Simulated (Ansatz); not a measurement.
Species: H3BS3, SMILES `SB(S)S` (charge 0, multiplicity 1).

Question: Give a relaxed geometry from Ansatz (a program for electronic structure) with PBE0-D3(BJ)/def2-TZVP.

Answer: One answer among several that fit: the end point of this relaxation, one of several conformers (outside a Z-matrix the atoms follow the SMILES, hydrogens last).
Z-matrix (Å, degrees):
```
B
S 1 1.8012
H 2 1.3422 1 98.58
S 1 1.8032 2 126.26 3 0.00
H 4 1.3413 1 97.67 2 0.01
S 1 1.8060 2 118.64 3 179.99
H 6 1.3431 1 96.93 2 -0.01
```
